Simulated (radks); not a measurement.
Values are calculated unless marked as measured or tabulated.
Sb XXXIV, 18 electrons, occupied as [Ar]. Code: a radial shooting solver on a logarithmic mesh with Libxc functionals. Model: Dirac Kohn-Sham, LDA (Slater exchange, Perdew-Wang correlation), spin-unpolarised, spherical densities, point nucleus.

Radial electron density D(r) = 4 pi r^2 rho(r):

| r (bohr) | D(r) (e/bohr) |
|---|---|
| 0.002624 | 8.637 |
| 0.002935 | 10.30 |
| 0.003283 | 12.24 |
| 0.003642 | 14.31 |
| 0.004074 | 16.86 |
| 0.004557 | 19.76 |
| 0.005056 | 22.78 |
| 0.005656 | 26.38 |
| 0.006326 | 30.34 |
| 0.007019 | 34.30 |
| 0.007851 | 38.82 |
| 0.008781 | 43.50 |
| 0.009744 | 47.89 |
| 0.0109 | 52.50 |
| 0.01219 | 56.82 |
| 0.01353 | 60.37 |
| 0.01513 | 63.51 |
| 0.01692 | 65.72 |
| 0.01878 | 66.84 |
| 0.021 | 66.97 |
| 0.02349 | 66.05 |
| 0.02607 | 64.45 |
| 0.02916 | 62.28 |
| 0.03261 | 60.18 |
| 0.03648 | 58.75 |
| 0.04047 | 58.55 |
| 0.04527 | 59.95 |
| 0.05063 | 63.16 |
| 0.05618 | 67.47 |
| 0.06284 | 72.79 |
| 0.07029 | 77.60 |
| 0.07799 | 80.32 |
| 0.08724 | 80.12 |
| 0.09758 | 75.90 |
| 0.1083 | 68.49 |
| 0.1211 | 57.88 |
| 0.1355 | 46.58 |
| 0.1503 | 37.60 |
| 0.1681 | 31.41 |
| 0.188 | 29.55 |
| 0.2086 | 30.98 |
| 0.2334 | 33.87 |
| 0.261 | 35.63 |
| 0.2896 | 34.55 |
| 0.324 | 30.01 |
| 0.3624 | 23.00 |
| 0.4053 | 15.37 |
| 0.4497 | 9.274 |
| 0.503 | 4.615 |
| 0.5626 | 1.931 |
| 0.6243 | 0.7256 |
| 0.6983 | 0.2069 |
| 0.781 | 0.04689 |
| 0.8667 | 0.009416 |
| 0.9694 | 0.001275 |

D(r) has 3 maxima, at r = 0.0202, 0.0818, 0.265 bohr, and minima at 0.0392, 0.187 bohr, inside which lie 2.04, 10.40 electrons.
